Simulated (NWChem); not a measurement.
System: CrNH$_{2}$SOCl; SMILES [NH2][Cr](=[O])(=[S])[Cl]

```xyz
7

Cr    -0.2753     0.1011     0.1009
O     -0.9886     0.1885     1.4451
S      1.1113     1.4944    -0.0749
Cl     0.6305    -1.8318    -0.0915
N     -1.4651     0.3338    -1.1673
H     -2.4588     0.2143    -0.9817
H     -1.2707     0.7431    -2.0776
```
Atoms are numbered in this order, from 1.

Program: NWChem. Medium grid unless said otherwise, to which SCAN and Minnesota functionals are sensitive. Geometry: optimised at PBE0/def2-SVP. Not confirmed as a minimum by frequencies. Hybrids' shares of exact exchange are those that their runs print; pure functionals count as 0. The functionals differ in more than this share.

| row | share of exact exchange | orbital gap (eV) |
|---|---|---|
| PBE/def2-SVP | 0.00 | 2.01 |
| BP86/def2-SVP | 0.00 | 2.01 |
| B3LYP/def2-SVP | 0.20 | 3.48 |
| B3PW91/def2-SVP | 0.20 | 3.50 |
| r2SCAN0/def2-SVP | 0.25 | 4.01 |
| M05-2X/def2-SVP | 0.56 | withheld |

Problem. Fit a straight line of the last column on the one before it, predict the withheld value, and compare with the run.

Solution. 
1. Means of the 5 shown rows: x = 0.130, y = 3.002. Slope Σ(x − x̄)(y − ȳ)/Σ(x − x̄)² = 0.4472/0.05800 = 7.710; intercept 2.000.
2. The shown rows scatter about the line by 0.050 (root mean square); the largest residual is +0.08, at r2SCAN0/def2-SVP.
3. At x = 0.56 (M05-2X/def2-SVP; beyond the shown range) the line gives 6.32.
4. The run gives 6.10, -0.22 from the line, 4.4 times the scatter.
